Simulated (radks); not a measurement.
Values are calculated unless marked as measured or tabulated.
Effect of the nuclear size on the platinum ion Pt17+, [Kr] 4d10 4f13 5s2. Level of theory: Dirac Kohn-Sham, exchange-only LDA, spin-unpolarised, spherical densities, finite nucleus; open shells fill j = l - 1/2 first; Fermi nuclear charge, rms radius 5.427 fm (a radial shooting solver on a logarithmic mesh with Libxc functionals). The rms radius is varied about that value; shifts are against it.

rms radius (fm)	total energy shift (eV)	density at nucleus (e/bohr^3)	1s1/2 shift (meV)	2s1/2 shift (meV)	4p1/2 shift (meV)	5s1/2 shift (meV)	4f7/2 shift (meV)	5p1/2 (empty) shift (meV)	6s1/2 (empty) shift (meV)
4.537	-26.7	2.109e+06	-10700	-1570	-0.648	-22.4	3.34	0.408	-8.83
5.1502	-8.61	2.008e+06	-3460	-506	-0.212	-7.22	1.08	0.131	-2.85
5.427	0	1.967e+06	0.000	0.000	0.000	0.000	0.000	0.000	0.000
5.6712	7.83	1.934e+06	3150	460	0.194	6.56	-0.979	-0.119	2.59
6.6752	42.2	1.815e+06	16900	2480	1.07	35.3	-5.27	-0.634	13.9

Slopes of the eigenvalues against <r^2> in GHz/fm^2, as finite differences over the two radii next to the reference (eigenvalue slopes, not the field-shift constants of lines): 1s1/2 283000, 2s1/2 41400, 4p1/2 17.4, 5s1/2 591, 4f7/2 -88.2, 5p1/2 (empty) -10.7, 6s1/2 (empty) 233.
